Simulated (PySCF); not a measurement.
Species: C₅H₄FNO.
SMILES: `C(=N/[H])/c1ccc(o1)F`

The closed-shell SCF was solved with PySCF and density fitting under several settings on one GFN2-xTB geometry (grid level 2 and gas phase unless stated).

```tsv
settings	basis functions	SCF cycles	E (Eh)	HOMO (eV)	LUMO (eV)	dipole (D)
PBE0/pcSseg-1	156	14	-422.1988	-6.90	-1.49	2.72
PBE0/def2-SVPD	198	14	-421.9566	-6.93	-1.58	2.72
BP86/STO-3G	44	15	-417.1241	-3.16	0.59	2.65
mPW1PW91/pcseg-1, fitting basis def2-qzvpp-jkfit	132	11	-422.5107	-6.98	-1.55	2.73
revPBE/pcSseg-1, grid level 1, fitting basis def2-qzvpp-jkfit	156	13	-422.5495	-5.77	-2.23	2.69
HCTH407/6-31++G**, IEF-PCM methanol, fitting basis def2-universal-jkfit, damping 0.2 at the start, DIIS from the seventh cycle	168	21	-422.6507	-5.85	-2.41	3.93
OPBE/MINI, IEF-PCM cyclohexane	44	15	-419.3588	-7.21	-4.04	2.42
```

Task: Estimate the rows for these settings: (1) KT3/6-31++G**, grid level 3, fitting basis def2-qzvpp-jkfit; (2) revPBE/pcSseg-0, IEF-PCM benzene, grid level 4.

Result: 
```tsv
settings	basis functions	SCF cycles	E (Eh)	HOMO (eV)	LUMO (eV)	dipole (D)
KT3/6-31++G**, grid level 3, fitting basis def2-qzvpp-jkfit	168	13	-428.8551	-5.86	-2.36	2.82
revPBE/pcSseg-0, IEF-PCM benzene, grid level 4	80	15	-421.6192	-5.73	-2.22	3.36
```

Task: Over all rows, what range does the HOMO–LUMO gap span?

Result: From 3.17 eV (OPBE/MINI, IEF-PCM cyclohexane) to 5.43 eV (mPW1PW91/pcseg-1, fitting basis def2-qzvpp-jkfit). The functional of the narrowest has no exact exchange, that of the widest 25 % exact exchange.

Task: Compare two rows with the functional PBE0: PBE0/pcSseg-1 and PBE0/def2-SVPD. Which energy is lower, and by how much?

Result: PBE0/pcSseg-1 (156 functions) lies 0.2422 Eh or 152 kcal/mol below PBE0/def2-SVPD (198 functions). The smaller set gives the lower energy; the two sets aren't nested, so the variational bound doesn't order them by size.

Cycle counts include a coarse-grid stage where the run had one. All basis functions are spherical, in the Pople sets too. KT3 was designed for NMR shieldings or shifts; total energies of different functionals aren't comparable. One conformer (not necessarily the lowest) at the GFN2-xTB geometry, without vibrations or thermal averaging.

Shape of the structure used: `[H]/[N:1]=[CH:2]\[c:3]1[cH:4][cH:5][c:6]([F:7])[o:8]1`: N1–C2–C3–C4 0°.
